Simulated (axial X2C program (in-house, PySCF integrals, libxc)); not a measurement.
## Which molecule gave these maps?

PBE0 fields computed with an axial X2C code built on PySCF integrals, two-component, near the equilibrium distance, one atom at z = 0.

The maps cover the half plane through the axis: z from -2.4 to 4.2 Å along the bond, ρ from 0.15 to 2.25 Å away from it.

log10 of the density in e/bohr³:

```
 ρ\z  -2.4  -1.8  -1.2  -0.6   0.0   0.6   1.2   1.8   2.4   3.0   3.6   4.2
0.15  -2.8  -2.3  -1.6  -0.1   1.8  -0.1  -1.0  -0.5   1.1  -0.7  -1.7  -2.8
0.45  -2.8  -2.4  -1.8  -0.5   0.4  -0.5  -1.1  -0.6  -0.4  -0.9  -1.8  -2.9
0.75  -2.9  -2.4  -2.0  -1.0  -0.4  -1.0  -1.4  -0.9  -0.7  -1.2  -2.0  -3.0
1.05  -3.0  -2.5  -2.1  -1.5  -1.1  -1.5  -1.7  -1.3  -1.2  -1.6  -2.3  -3.2
1.35  -3.1  -2.6  -2.2  -1.8  -1.6  -1.9  -2.0  -1.8  -1.7  -2.0  -2.7  -3.5
1.65  -3.2  -2.8  -2.4  -2.0  -1.9  -2.1  -2.3  -2.3  -2.2  -2.5  -3.1  -3.8
1.95  -3.4  -3.0  -2.6  -2.3  -2.2  -2.4  -2.7  -2.7  -2.7  -3.0  -3.5  -4.1
2.25  -3.6  -3.2  -2.8  -2.6  -2.6  -2.7  -3.0  -3.1  -3.2  -3.4  -3.8  -4.4
```

Electron localisation function (collinear form, no current term, damped to 0 at low density):

```
 ρ\z  -2.4  -1.8  -1.2  -0.6   0.0   0.6   1.2   1.8   2.4   3.0   3.6   4.2
0.15  0.85  0.38  0.10  0.58  0.26  0.52  0.48  0.25  0.85  0.84  0.71  0.18
0.45  0.84  0.46  0.06  0.57  0.34  0.51  0.45  0.76  0.10  0.88  0.66  0.16
0.75  0.82  0.61  0.07  0.28  0.58  0.26  0.37  0.84  0.86  0.86  0.57  0.11
1.05  0.78  0.75  0.21  0.17  0.37  0.13  0.25  0.77  0.84  0.77  0.43  0.06
1.35  0.67  0.81  0.57  0.37  0.40  0.19  0.16  0.58  0.69  0.59  0.26  0.03
1.65  0.47  0.80  0.79  0.69  0.61  0.33  0.10  0.30  0.45  0.35  0.11  0.01
1.95  0.22  0.71  0.83  0.82  0.75  0.40  0.08  0.10  0.20  0.14  0.03  0.00
2.25  0.07  0.47  0.76  0.81  0.74  0.37  0.06  0.03  0.05  0.03  0.01  0.00
```

Axial spin density in 10⁻³ e/bohr³:

```
 ρ\z  -2.4  -1.8  -1.2   -0.6    0.0    0.6   1.2   1.8  2.4  3.0  3.6  4.2
0.15   1.0   2.6   2.1  -12.6  -21.1  -14.4  -1.7   2.8  2.0  1.4  0.3  0.0
0.45   0.9   2.4   2.9   -5.3   -8.8   -4.9  -0.8   1.9  1.3  1.0  0.2  0.0
0.75   0.8   2.0   2.7   -6.8  -37.5   -7.4  -0.8   0.5  1.1  0.5  0.1  0.0
1.05   0.6   1.4   1.7   -5.8  -21.4   -7.4  -1.1  -0.1  0.3  0.2  0.1  0.0
1.35   0.4   0.9   0.9   -3.4   -9.8   -4.8  -1.1  -0.2  0.1  0.1  0.0  0.0
1.65   0.3   0.6   0.4   -1.7   -4.2   -2.6  -0.8  -0.2  0.0  0.0  0.0  0.0
1.95   0.2   0.3   0.2   -0.8   -1.8   -1.3  -0.5  -0.1  0.0  0.0  0.0  0.0
2.25   0.1   0.2   0.1   -0.3   -0.7   -0.6  -0.2  -0.1  0.0  0.0  0.0  0.0
```

Question: Which molecule is it?
A. OsB
B. TaBr
C. HfCl
D. LiDb

Answer: C. HfCl, with Hf at z = 0 and Cl at z = 2.301 Å, state Ω = 3/2 (⟨Sz⟩ = -0.46, ⟨Lz⟩ = 1.96 at PBE0), basis Hf dyall-cv3z [13s14p9d7f4g], Cl dyall-av3z [9s8p3d2f] (cores contracted in-house). One determinant describes the state; a PBE0 search over occupations chose it and may have missed a lower one. Density functionals use the spin component along the axis (collinear). PBE0 can misorder states that lie within some tenths of an eV, so this need not be the ground state of the molecule. The nearest other 2c determinant of the search, Ω = 5/2, lies 0.38 eV up at the distance of the search. Without a current term, density functionals place determinants with orbital angular momentum somewhat too high. The determinant is spin-polarised beyond a pure state at some levels (its spin-free form has ⟨S²⟩ too high), which makes Re and μ there less reliable.
